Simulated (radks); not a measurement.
Spherical quantum dot in the effective-mass picture: electrons in a well V = -V0 / (1 + exp((r - R)/a)) with V0 = 23.7, R = 2.62, a = 0.13, with a point charge +1 (a donor) at the centre, all in effective atomic units (hartree* = m*/eps^2 hartree, bohr* = eps/m* bohr), one dielectric constant everywhere. Calculated with a radial shooting solver with Libxc functionals: non-relativistic Kohn-Sham, exchange-only LDA, spin-polarised, spherical densities. Levels are named by radial order and angular momentum (1s, 1p, 1d, 2s, ...), and open shells are averaged over m. Results are scaled to m* = 0.128 and eps = 9.5, for which hartree* = 38.59 meV and bohr* = 3.927 nm.

N = 28, configuration 1s2 1p6 1d10 2s2 1f(up 7, down 1). This is the lowest configuration that the search found. Occupied and some empty levels:

level,occupation,eigenvalue (meV),<r> (nm)
1s up,1,-367.97,6.575
1s down,1,-364.16,6.506
1p up,3,-350.94,7.071
1p down,3,-346.68,7.046
1d up,5,-324.30,7.384
1d down,5,-319.81,7.373
1f up,7,-288.87,7.636
2s up,1,-288.19,4.437
2s down,1,-286.65,4.462
1f down,1,-284.26,7.631
1g up,0,-245.49,7.850
1g down,0,-240.82,7.850
2p up,0,-229.83,5.557
2p down,0,-227.61,5.549
2d up,0,-172.93,6.182
2d down,0,-170.22,6.172

Energy (meV): total -16276.7, kinetic 2274.9, external -25486, Hartree 7557.5, exchange-correlation -622.73.
